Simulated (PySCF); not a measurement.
CBrF₃, charge -1, doublet, at the geometry of the source list (a state made from the parent by changing its charge; the spin is typed, not shown lowest) (in this run its highest filled SCF level lies above zero, so its values depend strongly on the basis, on diffuse functions most of all); HF/STO-3G run with PySCF.

Input for PySCF:
```python
from pyscf import gto, scf

mol = gto.Mole()
mol.atom = '''
    F    -0.58660000   -0.60490000   -1.07020000
    C    -0.11260000    0.00460000   -0.00080000
    F    -0.60050000   -0.58490000    1.07350000
    F    -0.51680000    1.26010000   -0.01510000
    Br    1.81660000   -0.07500000    0.01250000
'''
mol.basis = 'sto-3g'
mol.charge = -1
mol.spin = 1
mol.verbose = 4
mol.build()

mf = scf.UHF(mol)
mf.kernel()
```

### Question
What does PySCF print? Leave out banner, timings and long lists.

### Answer

```
PySCF version 2.14.0

[INPUT] verbose = 4
[INPUT] num. atoms = 5
[INPUT] num. electrons = 69
[INPUT] charge = -1
[INPUT] spin (= nelec alpha-beta = 2S) = 1
[INPUT] symmetry False subgroup None
[INPUT] Mole.unit = angstrom
[INPUT] Symbol           X                Y                Z      unit          X                Y                Z       unit  Magmom
[INPUT]  1 F     -0.586600000000  -0.604900000000  -1.070200000000 AA   -1.108513344670  -1.143095332749  -2.022384898510 Bohr   0.0
[INPUT]  2 C     -0.112600000000   0.004600000000  -0.000800000000 AA   -0.212783161626   0.008692740173  -0.001511780900 Bohr   0.0
[INPUT]  3 F     -0.600500000000  -0.584900000000   1.073500000000 AA   -1.134780537801  -1.105300810258   2.028620994721 Bohr   0.0
[INPUT]  4 F     -0.516800000000   1.260100000000  -0.015100000000 AA   -0.976610461175   2.381243889564  -0.028534864481 Bohr   0.0
[INPUT]  5 Br     1.816600000000  -0.075000000000   0.012500000000 AA    3.432876477885  -0.141729459342   0.023621576557 Bohr   0.0

nuclear repulsion = 368.5289122758
number of shells = 20
number of NR pGTOs = 114
number of NR cGTOs = 38
basis = sto-3g
ecp = {}

******** <class 'pyscf.scf.uhf.UHF'> ********
method = UHF
initial guess = minao
damping factor = 0
level_shift factor = 0
DIIS = <class 'pyscf.scf.diis.CDIIS'>
diis_start_cycle = 1
diis_space = 8
diis_damp = 0
SCF conv_tol = 1e-09
SCF conv_tol_grad = None
SCF max_cycles = 50
direct_scf = True
direct_scf_tol = 1e-13
number electrons alpha = 35  beta = 34
Set gradient conv threshold to 3.16228e-05
init E= -2873.12283602725

cycle= 1 E= -2875.79147887631  delta_E= -2.67  |g|= 0.368  |ddm|= 2.66
cycle= 2 E= -2875.89653712338  delta_E= -0.105  |g|= 0.0935  |ddm|= 0.689
cycle= 3 E= -2875.90529293707  delta_E= -0.00876  |g|= 0.0365  |ddm|= 0.214
cycle= 4 E= -2875.90830305165  delta_E= -0.00301  |g|= 0.0119  |ddm|= 0.223
cycle= 5 E= -2875.90864761386  delta_E= -0.000345  |g|= 0.00433  |ddm|= 0.0781
cycle= 6 E= -2875.90868828174  delta_E= -4.07e-05  |g|= 0.00129  |ddm|= 0.0261
cycle= 7 E= -2875.90869129025  delta_E= -3.01e-06  |g|= 0.000292  |ddm|= 0.00452
cycle= 8 E= -2875.90869143785  delta_E= -1.48e-07  |g|= 4.86e-05  |ddm|= 0.00115
cycle= 9 E= -2875.90869144154  delta_E= -3.7e-09  |g|= 1.3e-05  |ddm|= 0.000191
cycle= 10 E= -2875.90869144181  delta_E= -2.66e-10  |g|= 1.85e-06  |ddm|= 4.85e-05
Extra cycle  E= -2875.90869144182  delta_E= -6.82e-12  |g|= 8.34e-07  |ddm|= 3.13e-06
converged SCF energy = -2875.90869144182  <S^2> = 0.75255229  2S+1 = 2.0025507
```
